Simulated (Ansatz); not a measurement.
Basis-set extrapolation for ClFH$_{3}$Si$_{2}$ (`F[SiH][SiH2]Cl`) radical (PBE0-D4/def2-TZVP geometry, frozen core, the Gaussian-basis code of Ansatz). Multiplicity 2, UHF reference.

```
                       def2-TZVPP    def2-QZVPP
                 HF  -1138.703177  -1138.739152
    MP2 correlation     -0.655114     -0.717298
CCSD(T) correlation     -0.727186       not run
```

Energies in hartree. Use E(X) = E(∞) + A·exp(−7.88·√X) for Hartree–Fock and E(X) = E(∞) + B·X^(−2.97) for correlation, with X = 3 and 4, and add CCSD(T) minus MP2 of the smaller set to the MP2 limit.

Task: What is the CCSD(T) energy at the basis-set limit?

Result: HF limit: -1138.739152 + (-0.035975) × 0.13774 = -1138.74411. MP2 limit: -0.717298 + (-0.062184) × 0.74074 = -0.76336. Higher-order term: -0.727186 − (-0.655114) = -0.07207. Total: -1139.57954 hartree, 391.7 kJ/mol below CCSD(T)/def2-TZVPP.
